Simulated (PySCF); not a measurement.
C₄H₈O₂, SMILES C(=O)CCOC (GFN2-xTB optimised geometry):

```
14

C      1.888     1.485    -0.026
O      1.240     0.239    -0.014
C     -0.165     0.349    -0.004
C     -0.757    -1.055     0.000
C     -2.254    -1.055     0.000
O     -2.956    -0.084     0.000
H      1.632     2.075     0.863
H      1.620     2.064    -0.919
H      2.956     1.280    -0.032
H     -0.501     0.901     0.887
H     -0.514     0.900    -0.891
H     -0.406    -1.608    -0.875
H     -0.406    -1.603     0.878
H     -2.688    -2.075     0.000
```

Method: B3LYP/def2-TZVP (PySCF).

### Question
What are the frontier orbital energies and the dipole moment?

### Answer
HOMO-2 -9.05 eV, HOMO-1 -7.35 eV, HOMO -7.32 eV, LUMO -0.98 eV, LUMO+1 0.88 eV; dipole moment 1.65 D.

Meta-Löwdin charges at B3LYP/def2-TZVP: C1 -0.11, O2 -0.40, C3 0.02, C4 -0.24, C5 0.29, O6 -0.39, H7 0.09, H8 0.09, H9 0.12, H10 0.09, H11 0.09, H12 0.13, H13 0.13, H14 0.07.
